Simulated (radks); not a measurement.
Task: Species: Tb19+. Configuration: [Kr] 4d10. All-electron calculation, scalar-relativistic Kohn-Sham, r2SCAN, spin-polarised, spherical densities, finite nucleus; meta-GGA in the generalised Kohn-Sham scheme; Fermi nuclear charge, rms radius 5.06 fm. Program: a radial shooting solver on a logarithmic mesh with Libxc functionals. Some entries of the table are withheld. Estimate them.

orbital,occ.,eigenvalue (eV),<1/r> (bohr^-1)
1s,2,-52415.53,73.09
2s,2,-9119.465,16.98
2p,6,-8153.904,15.80
3s,2,-2415.890,6.263
3p,6,-2116.596,5.873
3d,10,-1726.998,(1)
4s,2,-846.5634,2.735
4p,6,(2),2.549
4d,10,-600.1296,(3)

Result: 
(1) 3d <1/r> (bohr^-1): 5.559
(2) 4p eigenvalue (eV): -742.8865
(3) 4d <1/r> (bohr^-1): 2.328
